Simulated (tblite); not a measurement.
A tight-binding relaxation on `[GeH3][GeH2][C]#CCC(F)F`.

Computed with GFN2-xTB geometry optimisation, gas phase (tblite 0.8.0). Start geometry: from a force field or distance geometry. The input is one job of a driver script: a line of settings, then coordinates in Å.

Command:
```bash
OMP_NUM_THREADS=1 python probes_run.py task.json out
```

Input:
```
{"job": {"kind": "relax", "xc": "GFN2-xTB", "basis": "xTB"}, "charge": 0, "multiplicity": 1}
F      4.010600     0.173100    -1.247900
C      2.700000     0.303000    -0.793400
F      2.706100     1.136400     0.318500
C      2.169200    -1.070000    -0.406700
C      0.773200    -0.988500     0.052700
C     -0.376900    -0.910500     0.406800
Ge    -2.170800    -0.778500     0.977500
Ge    -2.768600     1.532300     1.157800
H      2.084500     0.738600    -1.587200
H      2.781000    -1.504800     0.426800
H      2.221300    -1.758700    -1.276700
H     -2.328000    -1.464600     2.367400
H     -3.098200    -1.480800    -0.039300
H     -2.610600     2.203900    -0.234200
H     -4.251200     1.651500     1.623700
H     -1.849400     2.226600     2.192400
```

Output:
```
step      E/eV     max force
  0    -704.40007    1.380
  1    -704.50693    0.677
  2    -704.56690    1.851
  3    -704.58006    2.544
  4    -704.61809    0.692
  5    -704.63295    0.345
  6    -704.64275    0.413
  7    -704.64731    0.274
  8    -704.65123    0.164
  9    -704.65503    0.239
... (27 lines left out)
 37    -704.66791    0.017
 38    -704.66798    0.027
 39    -704.66806    0.033
 40    -704.66815    0.027
 41    -704.66821    0.022
 42    -704.66826    0.021
 43    -704.66832    0.024
 44    -704.66838    0.024
 45    -704.66842    0.014
 46    -704.66844    0.008
```

«max force» is the largest atomic force in eV/Å.

Question: From which step on does the largest force stay under 0.1 eV/Å, and how much energy is left to gain from there?

Answer: From step 14 (0.096 eV/Å), 3.5 meV above the end.

Summary of the converged run: energy lowered by 6.2 kcal/mol over 46 steps; largest atomic force 0.008 eV/Å at the end.

Hardware: Arm Neoverse N1, one thread, no GPU (shared host). Cost: 0.55 s wall.
Labels such as C1 count atoms from 1, the log's own numbers from 0.
